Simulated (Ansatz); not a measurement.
Relaxation of GeH$_{7}$NO$_{2}$Si (12 atoms, charge 0, multiplicity 1), to a largest force component of 0.015 eV/Å in at most 40 steps.

These are results of RKS B3LYP-D4/def2-SVP in Ansatz 0.2.0, not measurements.

```xyz
12
Properties=species:S:1:pos:R:3:forces:R:3
N -1.009 1.544 0.540 -0.63 2.07 -1.39
Ge -0.269 -0.102 0.506 1.38 0.60 -0.87
O 0.766 -0.274 1.920 1.10 -1.43 0.61
O -1.464 -1.345 0.546 -3.23 -0.47 3.18
Si 0.988 -0.344 -1.442 -0.24 -0.87 0.08
H -0.283 2.301 0.441 -0.77 -0.87 0.36
H -1.600 1.666 -0.340 0.74 -0.23 1.46
H 1.202 -1.176 1.853 -0.63 1.51 0.29
H -2.014 -1.177 1.442 1.56 -0.78 -2.92
H 1.585 -1.693 -1.425 0.32 -0.24 -0.18
H 2.009 0.683 -1.448 0.61 0.59 -0.12
H 0.090 -0.234 -2.593 -0.21 0.13 -0.51
```

Task: Where does it end, and by what steps?

Result: The forces met the threshold. After 13 steps the energy has fallen by 0.630 eV; H6 moved furthest, 0.94 Å.

```tsv
step	energy less start (eV)	largest force component (eV/Å)	accepted
0	0.0000	3.232	yes
1	-0.4993	1.189	yes
2	-0.5447	1.058	yes
3	-0.6006	0.206	yes
4	-0.6157	0.218	yes
5	-0.5948	0.296	no
6	-0.6193	0.227	yes
7	-0.6262	0.058	yes
8	-0.6294	0.047	yes
9	-0.6242	0.539	no
10	-0.6299	0.024	yes
11	-0.6300	0.026	yes
12	-0.6300	0.017	no
13	-0.6300	0.009	yes
```

```xyz
12
Properties=species:S:1:pos:R:3
N -1.112 1.509 0.560
Ge -0.186 -0.065 0.413
O 0.870 0.008 1.859
O -1.320 -1.437 0.601
Si 1.004 -0.505 -1.617
H -0.717 2.139 1.257
H -1.299 2.020 -0.299
H 1.074 -0.871 2.205
H -2.075 -1.182 1.150
H 1.603 -1.869 -1.574
H 2.087 0.507 -1.779
H 0.071 -0.406 -2.778
```

The run took 40 s on 2 threads of AMD EPYC 9R14 (Zen 4), on a shared host, peak memory 0.35 GiB.
